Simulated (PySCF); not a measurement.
Worked example: dipole moment from atomic charges

Pb(Cl)(OMe) (CH3ClOPb), SMILES C[O][Pb][Cl] (connectivity only; charge and spin as stated), neutral, multiplicity 1. Atoms are numbered in the order given.

```xyz
7

Pb     0.4575     0.3355     0.0000
Cl    -2.0425     0.6694     0.0000
O      0.4642    -1.7708     0.0000
C     -0.6230    -2.6580     0.0000
H     -1.6030    -2.1448     0.0000
H     -0.5826    -3.3142     0.8911
H     -0.5826    -3.3142    -0.8911
```

Geometry optimised at B3LYP-D3(BJ)/def2-SVP. The def2 effective core potentials stand for the cores of Pb; spin–orbit coupling is left out. One conformer was computed; it need not be the lowest.

Charges (e) from r2SCAN/def2-TZVP run with PySCF:

| atom | ESP fit | Mulliken |
|---|---|---|
| Pb1 | 0.592 | 0.828 |
| Cl2 | -0.347 | -0.457 |
| O3 | -0.408 | -0.555 |
| C4 | 0.060 | -0.110 |
| H5 | 0.038 | 0.106 |
| H6 | 0.033 | 0.094 |
| H7 | 0.033 | 0.094 |

The dipole moment of the full density is 3.22 D.

**Question.** What dipole moment does each set of point charges give, and which comes closer to that of the density?

**Answer.** 
μ = Σ q r, and 1 e Å = 4.8032 D.
ESP fit: Σ q r = (0.653, 0.229, 0.000) e Å, |μ| = 3.33 D.
Mulliken: Σ q r = (0.844, 0.397, 0.000) e Å, |μ| = 4.48 D.
ESP fit comes closer in size. Point charges leave out the atoms' own dipoles (lone pairs, polarised bonds); fits to the potential absorb them, partitions of the density don't.
